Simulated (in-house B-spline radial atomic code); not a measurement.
**BP86 excitations of the sulfur ion S⁴⁺**

Method: BP86. Computed with an all-electron radial atomic-structure program (B-spline basis): linear response of the closed shell [Ne] 3s2 with the functional's adiabatic kernel; non-relativistic, point nucleus, no spin-orbit coupling, no double excitations, S, P, D and F terms only.

Command:
```bash
python run_td.py task.json out
```
Settings (radii: box in bohr, nucleus in fm):
```
Z                        16
electrons                12
configuration            [Ne] 3s2
hamiltonian              nr
method                   b88,p86
box_radius               19.1
intervals                51
```

Run time, properties included: 0.3 s on 1 thread of Arm Neoverse N1 (shared host).

The lowest states, in the order of their Tamm-Dancoff energies; the method's threshold (minus the highest occupied level) is 65.91 eV. Labels give the largest channel, * marks a mixed state, and oscillator strengths are full-response dipole values. Semilocal kernels can invert the small singlet-triplet splittings of Rydberg terms. Energies in eV:

```tsv
state	full response	Tamm-Dancoff	oscillator strength
3s → 3p 3P	9.626	9.934	-
3s → 3p 1P	15.672	16.283	1.34
3s → 3d 3D	26.776	26.920	-
3s → 3d 1D	?	?	-
3s → 4s 3S	?	?	-
3s → 4s 1S	39.22	39.25	-
3s → 4p 3P	42.32	42.33	-
3s → 4p 1P	42.55	42.59	0.107
3s → 4d 3D	47.69	47.70	-
3s → 4d 1D	47.84	47.85	-
```

Where does 3s → 4s 3S lie?

At 38.36 eV in full response, 38.37 eV in Tamm-Dancoff.

Where does 3s → 3d 1D lie?

At 29.370 eV in full response, 29.379 eV in Tamm-Dancoff.

How large is the singlet-triplet splitting of 3s → 3p (P terms) in Tamm-Dancoff?

6.35 eV, from the unrounded values.

What polarisabilities and dispersion coefficient does the method give?

Dipole 4.209 bohr³, quadrupole 6.312 bohr⁵, C6 8.142 hartree·bohr⁶ for two such species.
